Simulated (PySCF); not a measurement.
How methods differ on the excitation energy of Eu²⁺

Eu²⁺ [Xe] 4f7 (8S) → Eu²⁺ [Xe] 4f6 6p1 (high-spin determinant), as a difference of total energies. All numbers are calculated (PySCF 2.14, scalar relativity by spin-free X2C-1e, in cc-pVDZ-X2C). Correlated levels: valence: [Kr] 4d10 frozen. The calculations carry no spin-orbit coupling.

| method | excitation energy (eV) |
| --- | --- |
| UHF | 8.499 |
| MP2 (valence) | 10.128 |
| SCS-MP2 (valence) | 9.283 |
| CCSD (valence) | 9.776 |
| CCSD(T) (valence) | 9.840 |

**Question.** How much does correlation contribute at CCSD(T) (valence)?

**Answer.** 9.840 − (8.499) = 1.341 eV, measured against UHF.

A first-order spin-orbit estimate (lowest level to lowest level, LS coupling) adds -0.527 eV.

The basis was made for the ground configuration and has no added diffuse functions, so the excitation energy can come out too high.

The determinant of the upper state mixes LS terms, which raises its energy above the lowest term, most at the Hartree-Fock and MP2 levels.
